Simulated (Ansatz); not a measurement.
Coupled-cluster diagnostics for the cluster Nb₃Si₃, Ansatz.

Geometry of the doublet (PBE-D4/def2-SVP):

```xyz
6

Nb    0.9018    0.6698    0.9762
Nb   -1.2658   -0.3757    1.3322
Nb    0.6670   -1.8819    1.0082
Si   -1.2090    1.2102   -0.5832
Si    0.9148    1.2524   -1.6546
Si   -0.0088   -0.8748   -1.0788
```

In the def2 sets Nb takes a core potential; there is no spin–orbit coupling. Correlated methods freeze 15 core orbitals; core or outer-core shells of Nb are correlated, in sets that lack core-valence functions. In CCSD on the charge 0 doublet the largest single amplitude is 0.22, so its Hartree–Fock determinant may place the open shell otherwise than the density functionals do. No other spin state of charge 0 was run. Another isomer (doublet) lies 0.59 eV lower at PBE0-D4/def2-TZVP; other spin states weren't run for this one.

(1) Estimate the CCSD(T) correlation energy, the shares of MP2 and (T), T1 and the reference's ⟨S²⟩ for: charge 0, doublet, own geometry in def2-SVP; and the rough time on 4 threads of Arm Neoverse V2 on a shared host.

Results:

(1) 
| state | basis | correlation (eV) | MP2 share (%) | (T) share (%) | T1 | ⟨S²⟩ (pure) | wall time | remarks |
| --- | --- | --- | --- | --- | --- | --- | --- | --- |
| charge 0, doublet, own geometry | def2-SVP | -36.593 | 91.9 | 8.9 | 0.112 | 4.26 (0.75) | 4.4 min | large T1 (0.112), spin-contaminated (⟨S²⟩ 4.26) |
Customary marks for T1 are 0.02 (closed shells), 0.045 (open shells) and about 0.05 (3d metals). T1 exceeds 0.02 in 1 of 1 rows and 0.045 in 1; the higher it lies, the less the single-reference result can be trusted.
